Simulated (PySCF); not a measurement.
## Dipole moment and polarisability of `C=P1(N(C)C)C=C1`

C5H10NP.
Geometry (GFN2-xTB, Å), atoms numbered from 1 in this order:
```
atom  x, y, z in Å
C1     1.6175    1.5726   -0.8006
P2     0.9212    0.2377    0.0009
N3    -0.7226    0.0860   -0.2885
C4    -1.3616   -1.2079   -0.2188
C5    -1.5928    1.1827    0.0841
C6     1.6984   -1.3695   -0.1251
C7     1.6031   -0.9824    1.1686
H8     2.6419    1.7024   -0.4624
H9     1.0363    2.4814   -0.6990
H10   -2.1785   -1.2404   -0.9438
H11   -0.6375   -1.9805   -0.4729
H12   -1.7723   -1.4176    0.7759
H13   -2.0392    1.0386    1.0752
H14   -2.3997    1.2696   -0.6480
H15   -1.0250    2.1108    0.0897
H16    2.2122   -2.1505   -0.6589
H17    1.9917   -1.3211    2.1139
```

Level: B3LYP/def2-SVPD (PySCF), static field, nuclei fixed, core orbitals frozen in the response. The polarisability tensor in these axes (au):

```
x    98.69  -1.80  -1.04
y    -1.80 103.82 -11.85
z    -1.04 -11.85  86.11
```

Question: Diagonalise the tensor; give its mean and Δα, where Δα² is half the sum of the squared differences of the eigenvalues.

Answer: Principal values 80.01, 98.73 and 109.87 au; mean 96.20 au = 14.26 Å³ = 15.86 × 10⁻⁴⁰ C²·m²/J; Δα = 26.14 au (27 % of the mean).

Question: What is the dipole moment, and where does it point?

Answer: (-1.70, -1.88, 1.97) D, 3.20 D in size, pointing from the negative to the positive side. Measured along this direction, the outermost atoms are H8 at the negative end and H12 at the positive end.

Question: Give the principal axes and the span of the nuclei along them.

Answer: Largest value along (-0.10, 0.89, -0.44), where the nuclei span 4.73 Å; middle along (0.99, 0.05, -0.13), 4.99 Å; least along (0.09, 0.45, 0.89), 3.07 Å. The strongest response doesn't lie along the longest of the three spans.

Question: Orientational against electronic polarisability at 298 K (dilute gas, rigid molecules)?

Answer: In Gaussian units μ²/3kT = 83.13 Å³ against 14.26 Å³, a ratio of 5.83; the Debye molar polarisation (4π/3)N_A(α + μ²/3kT) is 245.7 cm³/mol, leaving out the vibrational part.

Question: Refractivity n − 1 of an ideal gas of it at 350 K and 1 atm, from the electronic α?

Answer: N = p/kT = 2.0968 × 10¹⁹ cm⁻³, so n − 1 = 2π × N × 14.26 × 10⁻²⁴ cm³ = 1878 × 10⁻⁶ at long wavelengths.

Question: Sum over states: ᾱ = Σ f/ω², ω in Eh. What share falls to these 8 lowest TDDFT singlets (eV, f)? 3.25, 0.0116; 4.35, 0.0984; 4.68, 0.0036; 4.90, 0.0213; 5.08, 0.0040; 5.58, 0.0276; 5.64, 0.0564; 5.74, 0.0110.

Answer: They add up to 7.77 au, 8.1 % of the 96.20 au; the largest single term is 3.85 au, from the state at 4.35 eV. Terms in order: 0.81, 3.85, 0.12, 0.66, 0.12, 0.66, 1.31, 0.25 au. Higher excitations give the rest. The strengths listed sum to 0.234.

The structure is a single GFN2-xTB conformer in the gas phase; no vibrational or solvent corrections.
